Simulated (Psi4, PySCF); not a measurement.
H3AlO3, singlet, geometry from GFN2-xTB (such geometries of metal compounds can be far from the true shape), atoms displaced at random by about 0.03 Å a coordinate. Base run: TPSS/STO-3G, gradient (PySCF).

Here is a job for PySCF.
```python
from pyscf import gto, scf, dft

mol = gto.M(
    atom='''
Al   -0.02868264   -0.00102872    0.00772744
O    -1.09164458   -1.32076493    0.01755222
H    -1.90455584   -1.41667836   -0.29133153
O    -0.35759577    1.36745982   -0.91887858
H     0.06543265    2.11607813   -1.17829139
O     1.40950891   -0.06138375    0.86034595
H     1.85154877   -0.67805365    1.43473080
''',
    basis='sto-3g',
    verbose=4,
)

mf = dft.RKS(mol)
mf.xc = 'tpss'
mf.kernel()
g = mf.nuc_grad_method()
grad = g.kernel()
```

Programs used: Psi4, PySCF; a row that names a program was run with it.

The coordinate followed is y of atom 3.

Each row names what was changed in the base input (with any setting that the change needs).

```json
[
 {"change": "base", "dE/dx (Eh/bohr)": "0.003066", "net force (Eh/bohr)": "0.000236"},
 {"change": "grids.level = 1; grid_response = off", "dE/dx (Eh/bohr)": "0.003090", "net force (Eh/bohr)": "0.000640"},
 {"change": "finite difference step (bohr) = 1e-5; conv_tol = 1e-11", "dE/dx (Eh/bohr)": "0.003063", "net force (Eh/bohr)": "-"},
 {"change": "grids.level = 0; grid_response = on", "dE/dx (Eh/bohr)": "0.003662", "net force (Eh/bohr)": "0.000000"},
 {"change": "conv_tol = 1e-11", "dE/dx (Eh/bohr)": "0.003066", "net force (Eh/bohr)": "0.000236"},
 {"change": "density fitting = on; auxbasis_response = off", "dE/dx (Eh/bohr)": "0.003059", "net force (Eh/bohr)": "0.000169"},
 {"change": "code = psi4", "dE/dx (Eh/bohr)": "0.003065", "net force (Eh/bohr)": "0.000278"},
 {"change": "conv_tol = 1e-6", "dE/dx (Eh/bohr)": "0.003063", "net force (Eh/bohr)": "0.000236"},
 {"change": "finite difference step (bohr) = 1e-3; conv_tol = 1e-11", "dE/dx (Eh/bohr)": "0.003063", "net force (Eh/bohr)": "-"},
 {"change": "grids.level = 5; grid_response = off", "dE/dx (Eh/bohr)": "0.003068", "net force (Eh/bohr)": "0.000021"},
 {"change": "density fitting = on", "dE/dx (Eh/bohr)": "0.003064", "net force (Eh/bohr)": "0.000236"},
 {"change": "grids.level = 1; grid_response = on", "dE/dx (Eh/bohr)": "0.003004", "net force (Eh/bohr)": "0.000000"}
]
```

The net force is zero for an exact gradient.
